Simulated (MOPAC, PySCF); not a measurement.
H3NS, SMILES `NS`, neutral singlet in the gas phase. 

Z-matrix (Å, degrees):
```
N
H 1 1.0108
H 1 1.0108 2 110.02
S 1 1.7192 2 110.90 3 -123.08
H 4 1.3475 1 97.42 2 -118.72
```
Charge 0, spin multiplicity 1.

All levels are single points at this geometry (B3LYP-D3(BJ)/def2-TZVP); Pople sets use spherical d functions. Orbital energies aren't observables, and empty levels follow the basis.

```
level                            HOMO (eV)  LUMO (eV)  gap (eV)  dipole (D)  vertical IE, Delta-SCF (eV)
-------------------------------  ---------  ---------  --------  ----------  ---------------------------
B3LYP-D3(BJ)/def2-TZVP in PySCF      -6.77      -0.25      6.52        1.08                            –
PBE-D3(BJ)/def2-TZVP in PySCF        -5.72      -0.93      4.78        1.13                            –
SVWN5/6-31G* in PySCF                -5.67      -0.63      5.04        1.22                            –
HF/3-21G in PySCF                   -10.19       5.00     15.19        1.06                            –
HF/6-31G* in PySCF                  -10.00       4.36     14.36        1.06                         8.99
PM3 in MOPAC                         -9.42       0.27      9.69        1.04                            –
```
